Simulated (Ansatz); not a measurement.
`[BH2][GaH][F]` + CH₃OH → `BOC` + `[F][GaH2]` at 400 K and 1 bar (cleavage of the B–Ga bond).

Isolated molecules relaxed with PBE0-D4/def2-TZVP in Ansatz; ΔE leaves out vibrations. CCSD(T)/CBS adds triple-zeta CCSD(T) − MP2 to the extrapolated MP2 energy (def2 sets, frozen cores). This one scheme is used for every species. For Ga outer-core shells are correlated without core-valence functions, which leaves a few kJ/mol of doubt a bond. Scalar relativity is left out up to krypton.

```csv
species,CCSD(T)/CBS energy (Eh),H − E (kJ/mol),S (J/(mol·K))
`[BH2][GaH][F]`,-2050.32373,98.3,325.7
CH₃OH,-115.61712,151.2,252.6
`BOC`,-141.04597,188.1,287.6
`[F][GaH2]`,-2024.95631,56.3,268.5
```

H − E and S are ideal-gas, rigid-rotor, harmonic terms from PBE0-D4/def2-TZVP. 1 Eh = 2625.50 kJ/mol, R = 8.31446 J/(mol·K).

**Question.** By hand: ΔE, ΔH, ΔS and ΔG.

**Answer.** ΔE = (-141.04597) + (-2024.95631) − (-2050.32373) − (-115.61712) = -0.06143 Eh = -161.3 kJ/mol. Δ(H − E) = 188.1 + 56.3 − 98.3 − 151.2 = -5.1, so ΔH = -166.4 kJ/mol. ΔS = 287.6 + 268.5 − 325.7 − 252.6 = -22.2 J/(mol·K). ΔG = -166.4 − 400 × (-22.2)/1000 = -157.5 kJ/mol.

**Question.** By hand: the equilibrium constant, and the temperature at which ΔG would vanish if ΔH and ΔS stayed fixed.

**Answer.** log₁₀ K = −ΔG/(RT ln 10) = 20.6. ΔG = 0 at ΔH/ΔS = 7495 K, far beyond where these terms or the molecules hold.

ΔH outweighs TΔS. A doubt of 5 kJ/mol in ΔE shifts log₁₀ K by 0.7 here. These are equilibria of isolated gas molecules and say nothing of rates. Largest T1 diagnostic: 0.014 (customary marks: 0.02 for closed shells, 0.045 for open ones).
